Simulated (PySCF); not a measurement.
1,3-oxasiletane-2,4-dione (C2H2O3Si), SMILES C1(=O)[SiH2]C(O1)=O. Coordinates come from a PBE-D3(BJ)/def2-SVP optimisation.

Problem. Give the equilibrium geometry at PBE-D3(BJ)/def2-SVP (PySCF confirms it by a frequency run) as bond lengths and angles, and its point group. (The exact figures need the calculation; the answer reports its results.)

Solution. point group C2v.
Atoms: O1 C2 O3 C4 O5 Si6 H7 H8. Bond lengths (Å): O1–C2 1.194, C2–O3 1.428, C2–Si6 1.949, O3–C4 1.428, C4–O5 1.194, C4–Si6 1.949, Si6–H7 1.498, Si6–H8 1.498. Angles (°): O1–C2–O3 122.8, O1–C2–Si6 144.1, O3–C2–Si6 93.1, C2–O3–C4 103.5, O3–C4–O5 122.8, O3–C4–Si6 93.1, O5–C4–Si6 144.1, C2–Si6–C4 70.2, C2–Si6–H7 117.1, C2–Si6–H8 117.1, C4–Si6–H7 117.1, C4–Si6–H8 117.1, H7–Si6–H8 112.4.
